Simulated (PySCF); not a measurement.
## P (phosphorus, neutral) across methods

[Ne] 3s1 3p4, high-spin 4P determinant (an excited configuration). Calculation: PySCF 2.14, in x2c-TZVPPall with one added diffuse shell each of s, p, d type (6s6p4d1f, 51 functions); the spin-free X2C one-electron Hamiltonian (Gaussian nucleus).

| method | E (hartree) | mean ε 3s α (eV) | mean ε 3p α (eV) | mean ε 3p β (eV) | Σ⟨r²⟩ (bohr²) | ⟨S²⟩ |
| --- | --- | --- | --- | --- | --- | --- |
| BLYP | -341.7976 | -15.465 | -6.662 | -4.762 | 32.13 | 3.757 |
| LDA | -340.5050 | -15.741 | -7.007 | -4.740 | 32.12 | 3.758 |
| TPSS | -341.8151 | -16.087 | -7.083 | -4.780 | 31.75 | 3.758 |
| wB97M-V | -341.7494 | -20.266 | -10.184 | -7.555 | 32.23 | 3.757 |
| PBE | -341.6355 | -15.749 | -6.967 | -4.763 | 31.92 | 3.756 |
| PBE0 | -341.6612 | -18.020 | -8.279 | -5.528 | 31.81 | 3.759 |
| UHF | -341.23309 | -24.488 | -11.873 | -6.466 | 33.00 | 3.797 |
| r2SCAN | -341.7774 | -16.749 | -7.437 | -4.772 | 31.89 | 3.766 |

**Question.** Estimate the same row for BP86.

**Answer.** E (hartree) = -341.8314; mean ε 3s α (eV) = -15.831; mean ε 3p α (eV) = -7.034; mean ε 3p β (eV) = -4.945; Σ⟨r²⟩ (bohr²) = 31.90; ⟨S²⟩ = 3.757.
